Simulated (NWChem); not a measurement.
System: C4H7N; SMILES C=C/C=N/C

Input file for NWChem:

```
start job
memory heap 200 mb stack 900 mb global 1100 mb
geometry units angstroms noautoz
  C      0.630238    -2.078651     0.123886
  C     -0.508259    -1.423182    -0.129040
  C     -0.625383     0.043338    -0.141240
  N      0.353459     0.817381     0.088048
  C      0.139804     2.231167     0.053599
  H      1.546517    -1.521128     0.338130
  H      0.673092    -3.170377     0.122888
  H     -1.426613    -1.979821    -0.343705
  H     -1.635878     0.446816    -0.366198
  H      0.810390     2.689333    -0.693010
  H     -0.903260     2.528421    -0.179687
  H      0.421376     2.672402     1.024710
end
basis spherical
  C library aug-pcseg-1
  N library aug-pcseg-1
  H library aug-pcseg-1
end
dft
  xc hfexch
  iterations 150
  semidirect filesize 400000000
  mulliken
end
task dft energy
```

The geometry was optimised at PBE0/def2-SVP.

Predict the main results of this run. (Hartree-Fock/aug-pcseg-1.) Quantities: basis functions; energy (Ha); highest occupied level (eV); orbital gap (eV); dipole (D).


* **number of basis functions**: 178
* **energy (Ha)**: -209.90
* **highest occupied level (eV)**: -9.43
* **orbital gap (eV)**: 10.27
* **dipole (D)**: 1.29
